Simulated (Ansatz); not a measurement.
C₈H₁₈O, SMILES `CCCCCCCCO`. Total charge 0; spin multiplicity 1. The geometry is a stationary point of PBE0-D4/def2-TZVP. It is one conformer, not always the lowest.

```xyz
27

C     1.729   -1.998   -0.469
C     1.833   -0.851   -1.461
C     0.532   -0.552   -2.197
C    -0.623   -0.034   -1.344
C    -0.367    1.332   -0.697
C     0.213    1.313    0.720
C    -0.829    1.289    1.833
C    -1.711    0.056    1.868
O    -2.629    0.077    2.941
H     1.406   -2.917   -0.967
H     2.692   -2.200    0.007
H     1.009   -1.790    0.326
H     2.601   -1.093   -2.202
H     2.188    0.052   -0.952
H     0.206   -1.465   -2.712
H     0.733    0.183   -2.985
H    -1.503    0.038   -1.990
H    -0.880   -0.773   -0.580
H    -1.300    1.906   -0.673
H     0.304    1.898   -1.353
H     0.890    0.462    0.838
H     0.829    2.206    0.866
H    -1.472    2.173    1.757
H    -0.311    1.366    2.799
H    -2.322   -0.009    0.965
H    -1.087   -0.850    1.903
H    -2.132    0.180    3.757
```

Problem. What is the dipole moment at B3LYP/def2-TZVPP? (An estimate is asked.)

Solution. Computed: 1.75 D, with components (1.72, 0.30, -0.10) D in this frame, pointing from negative to positive charge.

Problem. And with PBE, r2SCAN, ωB97M-V? (Estimate.)

Solution. The calculation gave: PBE 1.66 D, r2SCAN 1.71 D, ωB97M-V 1.76 D.

Problem. Give the Mulliken charges with B3LYP, ωB97M-V, r2SCAN in def2-TZVPP. (An estimate is asked.)

Solution. Computed: 
```
atom  B3LYP  ωB97M-V  r2SCAN
  C1  -0.26    -0.29   -0.16
  C2  -0.08    -0.20    0.00
  C3  -0.10    -0.17   -0.02
  C4  -0.12    -0.22   -0.06
  C5  -0.10    -0.20   -0.03
  C6  -0.14    -0.23   -0.07
  C7  -0.11    -0.16   -0.02
  C8   0.04    -0.02    0.13
  O9  -0.35    -0.32   -0.37
 H10   0.07     0.10    0.04
 H11   0.08     0.11    0.05
 H12   0.06     0.08    0.03
 H13   0.06     0.10    0.02
 H14   0.05     0.09    0.01
 H15   0.05     0.09    0.01
 H16   0.05     0.10    0.01
 H17   0.07     0.11    0.03
 H18   0.06     0.10    0.02
 H19   0.06     0.11    0.03
 H20   0.06     0.10    0.02
 H21   0.06     0.10    0.02
 H22   0.07     0.11    0.03
 H23   0.06     0.10    0.02
 H24   0.04     0.07    0.00
 H25   0.07     0.09    0.03
 H26   0.06     0.09    0.02
 H27   0.17     0.16    0.19
```

B3LYP here is the variant with VWN-RPA as its local correlation; programs differ in this.
